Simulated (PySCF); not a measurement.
# C₆ coefficients of unlike pairs at UHF

Calculated with PySCF 2.14 from the dipole response of each species, C₆(A,B) = (3/π) ∫ α_A(iu) α_B(iu) du, in atomic units, from isotropic polarisabilities. For ions this is the dispersion term alone; charge-induced terms of lower order in 1/R come first.

```csv
species,configuration,basis,relativity,α (bohr³),C₆ (like pair)
O⁺,[He] 2s2 2p3 (4S),aug-cc-pwCVTZ (7s6p4d2f),none,2.644,5.010
Os⁺,[Xe] 4f14 5d6 6s1 (6D),aug-cc-pVQZ-PP with ECP60MDF (7s7p6d4f3g2h),core potential,33.86,279.9
Al²⁺,[Ne] 3s1 (2S),"x2c-TZVPPall with one added diffuse shell each of s, p, d type (6s6p4d1f)",spin-free X2C,15.33,43.73
Ga,[Ar] 3d10 4s2 4p1 (2P),aug-cc-pVDZ-PP with ECP10MDF (5s4p3d),core potential,56.75,494.3
```

Task: Estimate C₆ for Al²⁺ with Os⁺.

Result: The integral gives 108.2. The combination rule 2 C_A C_B / (C_A α_B/α_A + C_B α_A/α_B) gives 109.6 and the geometric mean 110.6.

No spin-orbit coupling is included.

The other pairs:

```tsv
pair	C₆
Al²⁺, O⁺	12.12
Os⁺, O⁺	34.44
Ga, O⁺	38.83
Ga, Os⁺	358.1
Ga, Al²⁺	146.5
```
